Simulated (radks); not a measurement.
Species: Al2+. Configuration: [Ne] 3s1 (the NIST ground configuration).

Method: non-relativistic Kohn-Sham, PBE, spin-polarised, spherical densities, point nucleus; open shells are filled with parallel spins first; computed with a radial shooting solver on a logarithmic mesh with Libxc functionals.

Energy parts (eV):
part                      energy
total                  -6566.746
kinetic                 6557.095
electron-nucleus      -15464.188
Hartree                 2828.902
exchange-correlation    -488.555

Orbitals (lengths in bohr, moments of r in powers of bohr):
orbital  occ.  eigenvalue (eV)     <r>   <1/r>
1s up       1        -1528.786  0.1205   12.58
1s down     1        -1528.662  0.1205   12.58
2s up       1        -128.3466  0.6270   2.332
2s down     1        -128.1033  0.6261   2.334
2p up       3         -90.3316  0.6020   2.211
2p down     3         -90.0823  0.6004   2.214
3s up       1         -24.4395   2.196  0.6161

The highest occupied level is 3s up at -24.440 eV. The density falls to 0.001 e/bohr^3 at r = 3.36 bohr. Summed over all electrons, <r^2> = 9.246 bohr^2, which gives a Langevin (diamagnetic) susceptibility term of -7.32 x 10^-6 cm^3/mol. For comparison, the ionisation energy in NIST's Atomic Spectra Database is 28.448 eV (measured). In exact Kohn-Sham theory the highest level is minus the ionisation energy, but local and semilocal functionals leave it too shallow, through self-interaction and a potential that decays too fast; potentials with the right tail come closer. The spin density at the nucleus is 4.194 e/bohr^3 (1s 0.068, 2s -0.059, 3s 4.184), a Fermi contact field of 220 T. The electron density at the nucleus is 1405 e/bohr^3. Spin moment in Bohr magnetons: 1. Virial ratio -V/T = 2.00147.
